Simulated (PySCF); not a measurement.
## `C#C/C(F)=C\[N+](C)(C)C`, [C$_{7}$H$_{11}$FN]+, charge +1

Cartesian coordinates in Å; atom numbers follow the order of the lines, from 1:
```xyz
20

C     3.319    0.030   -0.276
C     2.338    0.526    0.212
C     1.277    1.207    0.852
F     1.664    2.217    1.627
C    -0.039    0.971    0.780
N    -0.673   -0.080   -0.005
C    -0.199   -1.408    0.445
C    -0.370    0.103   -1.441
C    -2.135   -0.004    0.189
H     4.159   -0.425   -0.717
H    -0.700    1.606    1.349
H     0.875   -1.496    0.289
H    -0.411   -1.537    1.505
H    -0.705   -2.192   -0.114
H    -0.881   -0.658   -2.029
H    -0.706    1.086   -1.768
H     0.702    0.024   -1.612
H    -2.628   -0.783   -0.390
H    -2.383   -0.141    1.241
H    -2.508    0.965   -0.140
```

Total charge +1.

Computed with PySCF, GIAO B3LYP/pcSseg-1 magnetisability, rotational g tensor and spin-rotation constants, non-relativistic, gas phase. Geometry: GFN2-xTB.

For an ion the centre-of-mass motion in the field is neglected.

How diamagnetic is it, and how anisotropic?

Isotropic -1303 × 10⁻³⁰ J/T², or -78.5 × 10⁻⁶ cm³/mol; principal values -1353, -1293, -1263 × 10⁻³⁰ J/T², anisotropy 79 × 10⁻³⁰ J/T² (root of half the summed squared differences of the principal values). The susceptibility is in cgs units.

Split it along the inertial axes a, b, c into diamagnetic and paramagnetic parts about the centre of mass, with the quadrupole moment.


| axis | χ (10⁻⁶ cm³/mol) | diamagnetic (10⁻⁶ cm³/mol) | paramagnetic (10⁻⁶ cm³/mol) | summed x² of all electrons (Å²) | quadrupole Θ (D Å) |
| --- | --- | --- | --- | --- | --- |
| a | -77.8 | -592.0 | 514.2 | 216.3 | +12.02 |
| b | -76.2 | -1104.3 | 1028.1 | 95.5 | -0.50 |
| c | -81.5 | -1322.6 | 1241.1 | 44.0 | -11.52 |

Anisotropies 2χaa − χbb − χcc = +2.1 and 2χbb − χaa − χcc = +6.8 × 10⁻⁶ cm³/mol. Θ is traceless in Buckingham's convention.

And the rotational g tensor?


```
axis  rotational constant (GHz)        g  nuclear part  electronic part
   a                     2.4711  -0.0009        0.5960          -0.5969
   b                     1.1810  +0.0028        0.5732          -0.5704
   c                     0.9554  +0.0075        0.5646          -0.5571
```
Asymmetric top; isotopes 12C, 19F, 1H, 14N; no vibrational averaging.
